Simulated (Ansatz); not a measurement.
Cost and result for the atomization energy of CH$_{6}$OSi$_{2}$, SMILES `C1[SiH2]O[SiH2]1` (10 atoms, 10 bonds).

```
atom    x (Å)    y (Å)    z (Å)
  C1  -0.7271   0.7266   0.0256
 Si2  -0.0884  -0.6835   1.1041
  O3   1.0742  -1.0731  -0.0378
 Si4   0.6441   0.1283  -1.1237
  H5  -1.7439   0.6123  -0.3504
  H6  -0.5999   1.7296   0.4330
  H7   0.5209  -0.2843   2.3985
  H8  -1.0356  -1.8045   1.3325
  H9   1.7562   1.0845  -1.3581
 H10   0.1996  -0.4358  -2.4238
```

Charge 0, multiplicity 1. The structure was optimised at the PBE0-D4/def2-TZVP level. Program: Ansatz. All runs use 2 threads of an Arm Neoverse V1 on a shared host. Times are those of one run each, without the atoms' runs, and a repeat can differ threefold. Electronic energies, without spin–orbit coupling; frozen cores. CCSD(T)/CBS adds CCSD(T) − MP2 in def2-TZVPP to the MP2 limit, and its time is that of the two runs behind it. T1 = 0.012. B3LYP takes the VWN-RPA correlation (the form of Gaussian; ORCA's B3LYP/G). HSE06 is the plane-wave form, built on full-range PBE exchange.

CCSD(T)/CBS is a level of theory with its own doubt, some kJ/mol a heavy atom from the limit and from the frozen cores, so smaller differences don't rank the functionals.

| level | functions | wall time |
| --- | --- | --- |
| LDA (SPW92)/def2-TZVPP | 230 | 1.9 s |
| CCSD(T)/def2-SVP | 94 | 2.3 s |
| revPBE-D4/def2-TZVPP | 230 | 3.1 s |
| PBE-D4/def2-TZVPP (with forces) | 230 | 4 s |
| PBE0-D4/def2-TZVPP | 230 | 4.7 s |
| HSE06-D4/def2-TZVPP | 230 | 5.5 s |
| CAM-B3LYP-D4/def2-TZVPP | 230 | 5.5 s |
| B3LYP-D4/def2-TZVPP (with forces) | 230 | 7.5 s |
| r2SCAN-D4/def2-TZVPP (with forces) | 230 | 8 s |
| PBE-QIDH/def2-TZVPP | 230 | 8 s |
| MP2/def2-QZVPP | 434 | 30 s |
| CCSD(T)/def2-TZVPP | 230 | 44 s |
| CCSD(T)/CBS(def2) | – | 74 s |

(1) What atomization energy does each give, and how far from CCSD(T)/CBS? (Best estimate.)

## Answers

(1) Computed: 
```tsv
level	atomization (kcal/mol)	difference from CCSD(T)/CBS	per bond
LDA (SPW92)/def2-TZVPP	969.6	100.8	10.1
CCSD(T)/def2-SVP	804.4	-64.4	-6.4
revPBE-D4/def2-TZVPP	849.4	-19.4	-1.9
PBE-D4/def2-TZVPP (with forces)	866.3	-2.5	-0.2
PBE0-D4/def2-TZVPP	858.8	-10.0	-1.0
HSE06-D4/def2-TZVPP	859.3	-9.5	-0.9
CAM-B3LYP-D4/def2-TZVPP	868.2	-0.6	-0.1
B3LYP-D4/def2-TZVPP (with forces)	862.3	-6.5	-0.7
r2SCAN-D4/def2-TZVPP (with forces)	867.4	-1.4	-0.1
PBE-QIDH/def2-TZVPP	859.2	-9.6	-1.0
MP2/def2-QZVPP	869.8	1.0	0.1
CCSD(T)/def2-TZVPP	845.1	-23.7	-2.4
CCSD(T)/CBS(def2)	868.8	0.0	0.0
```

At CCSD(T), def2-SVP lies −64.4 kcal/mol from the extrapolated value and def2-TZVPP −23.7 kcal/mol: correlation converges slowly with the basis, and small sets miss more of it in the bonded molecule than in its fragments. In def2-TZVPP, CCSD(T) changes the Hartree–Fock value by +195.7 kcal/mol (the triples alone add +10.4 kcal/mol) and MP2 by +206.1 kcal/mol; breaking electron pairs costs correlation energy, which Hartree–Fock lacks. From r2SCAN to r2SCAN0 (25 % exact exchange), in def2-TZVPP and without D4, the atomization energy moves by −9.9 kcal/mol: exact exchange takes away binding that semilocal exchange gives to molecules.
